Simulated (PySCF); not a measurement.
These 2 structures share the formula C6H3ClN2Se. The calculation used PBE0-D3(BJ)/def2-SVP geometry optimisation, gas phase in PySCF 2.14.0. One conformer each; no zero-point energy, no entropy. No frequencies were run at this level. Point groups hold within 0.08 Å.

**Question.** Rank from lowest to highest electronic energy at this level (kJ/mol).
A. `ClC1=CC=CC2=N[Se]N=C12`
B. `Clc1cccc2[se]nnc12`

**Answer.** A (0.0), B (11.5).

As drawn, the higher has an N–N linkage, which the lower lacks.

| SMILES | E (Eh) | E rel (kJ/mol) | dipole (D) | point group | A, B, C (MHz) |
| --- | --- | --- | --- | --- | --- |
| Clc1cccc2n[se]nc12 | -3200.17796 | 0.0 | 1.41 | Cs | 1473, 631.0, 441.8 |
| Clc1cccc2[se]nnc12 | -3200.17357 | 11.5 | 3.98 | Cs | 1683, 588.6, 436.1 |

**Question.** As an exercise, what shares would exp(−E/RT) give at 2000 K from these electronic energies alone (no entropy, no degeneracies)?

**Answer.** RT = 16.629 kJ/mol: Clc1cccc2n[se]nc12 66.7 %, Clc1cccc2[se]nnc12 33.3 %.
